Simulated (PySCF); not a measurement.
**Shieldings and the share of exact exchange**

Molecule: `[SiH3][SiH]([SiH3])[SiH3]`, H₁₀Si₄.

Geometry (Å), atoms numbered from 1 in this order:
```xyz
14

Si   -0.0395    2.1070   -0.7811
Si    0.0766    0.1664    0.5305
Si    1.9027   -1.1332   -0.1595
Si   -1.8983   -1.0576    0.2204
H     1.1967    2.9339   -0.6272
H    -0.1765    1.7087   -2.2165
H    -1.2270    2.9301   -0.3954
H     0.2345    0.5347    1.9751
H     3.1844   -0.3889    0.0392
H     1.7500   -1.4509   -1.6130
H     1.9611   -2.4147    0.6093
H    -1.9046   -2.2865    1.0725
H    -3.0961   -0.2270    0.5555
H    -1.9849   -1.4669   -1.2158
```

GIAO shieldings (ppm, equivalent atoms averaged) in PySCF on the PBE0-D3(BJ)/def2-SVP geometry, basis pcSseg-1, gas phase, non-relativistic:

| functional | exact exchange (%) | σ(Si1/Si3/Si4) |
| --- | --- | --- |
| BLYP | 0 | 427.5 |
| BP86 | 0 | 438.2 |
| PBE | 0 | 440.5 |
| B3LYP | 20 | 438.9 |
| PBE0 | 25 | 453.7 |
| mPW1PW91 | 25 | 450.5 |
| HF | 100 | 483.6 |

Problem. Fit each shielding as a line in the percentage of exact exchange.

Solution. σ(Si1/Si3/Si4) = 435.7 + 0.49 x (rms 5.1 ppm). The functionals also differ in their semilocal parts, which the line can't hold; Hartree–Fock has no correlation at all.

Problem. What does the line predict for BHandHLYP (50 %), and what does the run give?

Solution. σ(Si1/Si3/Si4): 460.2 predicted, 455.2 computed ppm.
